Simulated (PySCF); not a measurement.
C8H10OSi, SMILES CC(=O)c1ccccc1[SiH3], GFN2-xTB optimised geometry.

```
20

C      0.12    -2.55     0.00
C      0.81    -1.21     0.00
O      2.03    -1.14     0.00
C      0.01     0.01     0.00
C     -1.39     0.01     0.00
C     -2.07     1.21     0.00
C     -1.37     2.40     0.00
C      0.01     2.40     0.00
C      0.73     1.21     0.00
Si     2.62     1.17     0.00
H     -0.51    -2.65     0.88
H     -0.50    -2.64    -0.89
H      0.87    -3.34     0.00
H     -1.94    -0.92     0.00
H     -3.16     1.21     0.00
H     -1.91     3.34     0.00
H      0.55     3.33     0.00
H      3.15     0.67     1.26
H      2.95     2.62     0.00
H      3.16     0.66    -1.26
```

Density from PBE0/def2-SVP (PySCF) at that geometry.

Minimum of the electron density along straight lines between bonded atoms, close to the bond critical point (lines longer than 1.1 times the sum of covalent radii, or with two minima, are not listed):

```
bond      length / Å  ρ at the minimum / e bohr⁻³  ∇²ρ there / e bohr⁻⁵  position (fraction from the first atom)
--------  ----------  ---------------------------  --------------------  ---------------------------------------
C1–C2          1.505                        0.259                 -0.62                                     0.49
C2–O3          1.220                        0.399                  0.32                                     0.33
C2–C4          1.464                        0.280                 -0.70                                     0.51
C4–C5          1.396                        0.305                 -0.76                                     0.50
C5–C6          1.380                        0.315                 -0.81                                     0.50
C6–C7          1.388                        0.311                 -0.80                                     0.50
C7–C8          1.383                        0.314                 -0.81                                     0.50
C4–C9          1.400                        0.303                 -0.75                                     0.51
C8–C9          1.387                        0.310                 -0.78                                     0.50
C9–Si10        1.895                        0.109                  0.35                                     0.62
C1–H11         1.088                        0.274                 -1.00                                     0.63
C1–H12         1.088                        0.274                 -1.00                                     0.63
C1–H13         1.088                        0.278                 -1.04                                     0.64
C5–H14         1.080                        0.284                 -1.09                                     0.63
C6–H15         1.080                        0.284                 -1.08                                     0.63
C7–H16         1.081                        0.284                 -1.09                                     0.63
C8–H17         1.080                        0.285                 -1.10                                     0.64
Si10–H18       1.459                        0.118                  0.32                                     0.49
Si10–H19       1.484                        0.113                  0.31                                     0.48
Si10–H20       1.459                        0.118                  0.32                                     0.49
```
